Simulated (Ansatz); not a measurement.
Born–Oppenheimer molecular dynamics of H9NOSi2 (13 atoms, charge 0, multiplicity 1). It starts at the highest image of a converged band. Of that band: A structure lower than the last end lies on the path between it and the top, so the climb from that side starts below the end, which may itself be a saddle point or a shallow side well. Neighbouring images differ by up to 2.0 eV, so the band resolves the path poorly. A vibrational analysis at the climbing image gives one clearly imaginary mode, 1388i cm⁻¹: a first-order saddle point.

All numbers below come from Ansatz, RKS r2SCAN/6-31G*.

* ensemble: NVE (velocity Verlet)
* time step: 0.5 fs
* steps asked: 200
* starting velocities drawn for: 100 K
* seed: 4553

First frame:

```xyz
13
Properties=species:S:1:pos:R:3
Si 0.369 0.109 0.305
H -0.930 0.743 1.467
O 1.750 -0.181 -0.644
Si 2.484 -1.508 -1.278
H 1.719 -2.079 -2.427
H 3.837 -1.125 -1.766
H 2.639 -2.589 -0.257
H -0.679 0.270 -0.732
H 0.397 -1.039 1.246
N 1.001 1.713 1.062
H 1.903 1.669 1.536
H 0.986 2.517 0.434
H -0.077 1.492 1.605
```

Question: How far do the bonds stretch over the last three quarters of this one trajectory? (Pairs bonded in most of those frames.)

Answer: 
```
   bond  mean (Å)  spread (Å)  shortest  longest
 Si1–O3     1.650       0.023      1.61     1.68
 Si1–H8     1.489       0.007      1.48     1.50
 Si1–H9     1.496       0.035      1.44     1.55
Si1–N10     1.734       0.060      1.64     1.82
 H2–H13     0.748       0.045      0.68     0.81
 O3–Si4     1.644       0.023      1.61     1.68
 Si4–H5     1.490       0.020      1.46     1.52
 Si4–H6     1.492       0.037      1.44     1.54
 Si4–H7     1.491       0.004      1.48     1.50
N10–H11     1.016       0.008      1.00     1.04
N10–H12     1.016       0.008      1.00     1.03
```

Mean temperature of the second half: 1233 K. The conserved energy stayed within 0.19 meV per atom of its start (net change -0.13 meV per atom), so the integration is sound. The kinetic energy rose, since the run started high on the potential surface and went downhill. It ends in pieces (H2 + H7NOSi2), so much of that is their flight and rotation, not heat. A run of 0.1 ps of so small a system gives no equilibrium averages. The orbitals stay closed-shell, which can raise the energy where a bond breaks towards radicals; this wasn't checked here.

Time of the run: 11 min on 2 threads of Arm Neoverse V2 (shared host), peak memory 0.16 GiB.
